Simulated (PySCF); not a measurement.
Choosing a molecule for a target property.

All species are isolated and taken at one optimised geometry, non-relativistic unless stated; the electronic structure was computed with PySCF and density fitting.

The conformers computed, where there is a choice (atom-mapped SMILES and torsion angles):
- `[CH3:1][CH:2]([CH3:3])[c:4]1[cH:5][p:6][cH:7][p:8][cH:9]1`: C1–C2–C4–C5 -61°
- `[CH3:1][CH2:2][c:3]1[cH:4][p:5][c:6]([CH3:7])[cH:8][p:9]1`: C1–C2–C3–C4 -87°
- `[CH2:1]=[C:2]1[SiH2:3][C:4]([CH:5]=[O:6])=[C:7]([SiH3:8])[C:9]1=[CH2:10]`: Si3–C4–C5–O6 -179°
- `[CH2:1]=[CH:2][Si:3]1([CH3:4])[O:5][C:6](=[O:7])[C:8](=[O:9])[O:10]1`: C1–C2–Si3–C4 132°
- `[CH:1]#[C:2][SiH2:3][Si@H:4]([CH3:5])[SiH2:6][SiH3:7]`: C2–Si3–Si4–C5 69°, Si3–Si4–Si6–Si7 -54°
- `[CH3:1][CH2:2][C@@:3]([CH3:4])([SiH3:5])[C@@H:6]1[CH2:7][C@H:8]1[F:9]`: C1–C2–C3–C4 65°, C2–C3–C6–C7 170°

The conformers of `C=C1[SiH2]N(C)C[C@@H]1CN` aren't listed.

Task: Wanted: HOMO–LUMO gap between 7 eV and 7.7 eV (PBE0/pcSseg-1) and HOMO energy below -7.2 eV (PBE0/pcSseg-1), at GFN2-xTB geometries. Which candidate meets both?
A. `CC[C@@](C)([SiH3])[C@@H]1C[C@H]1F`
B. `CC(C)c1cpcpc1`
C. `CCC1=CP=C(C)C=P1`
D. `C([Si]1(C)OC(=O)C(O1)=O)=C`
E. `C#C[SiH2][Si@H](C)[SiH2][SiH3]`
F. `C=C1[SiH2]N(C)C[C@@H]1CN`
G. `C=C1[SiH2]C(C=O)=C([SiH3])C1=C`

Result: E. Computed values:
```csv
species,HOMO–LUMO gap,HOMO energy
C=C1[SiH2]C(C=O)=C([SiH3])C1=C,4.32 eV,-7.04 eV
CCC1=CP=C(C)C=P1,4.55 eV,-6.76 eV
CC(C)c1cpcpc1,5.30 eV,-7.28 eV
C=C1[SiH2]N(C)C[C@@H]1CN,5.88 eV,-6.13 eV
C([Si]1(C)OC(=O)C(O1)=O)=C,6.29 eV,-8.21 eV
C#C[SiH2][Si@H](C)[SiH2][SiH3],7.23 eV,-7.80 eV
CC[C@@](C)([SiH3])[C@@H]1C[C@H]1F,8.15 eV,-7.40 eV
```
